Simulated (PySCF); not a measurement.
Working out the ionisation energy of Cr

Cr [Ar] 3d5 4s1 (7S) → Cr⁺ [Ar] 3d5 (6S). Computed with PySCF 2.14 in aug-cc-pVTZ, with the non-relativistic Hamiltonian (point nucleus). Frozen: [Ar]. Energies in hartree (1 hartree = 27.21139 eV):

```json
{"part": "UHF", "Cr (lower)": "-1043.355927", "Cr⁺ (upper)": "-1043.138989"}
{"part": "MP2 opposite-spin", "Cr (lower)": "0.000000", "Cr⁺ (upper)": "0.000000"}
{"part": "MP2 same-spin", "Cr (lower)": "-0.095087", "Cr⁺ (upper)": "-0.076960"}
```

Problem. What does Hartree-Fock give?

Solution. (-1043.138989) − (-1043.355927) = 0.216938 hartree = 5.903 eV.

Problem. What do MP2 and SCS-MP2 (6/5 opposite-spin, 1/3 same-spin) give?

Solution. The opposite-spin parts differ by 0.000 eV and the same-spin parts by 0.493 eV. MP2: 5.903 + (0.000) + (0.493) = 6.396 eV. SCS-MP2: 5.903 + 1.2 × (0.000) + (0.493)/3 = 6.067 eV.

Measured between the centres of the two terms (NIST): 6.767 eV, so MP2 (valence) is off by -0.371 eV.

The calculation is non-relativistic.

What remains against the reference includes basis incompleteness, the frozen core and correlation beyond second order.
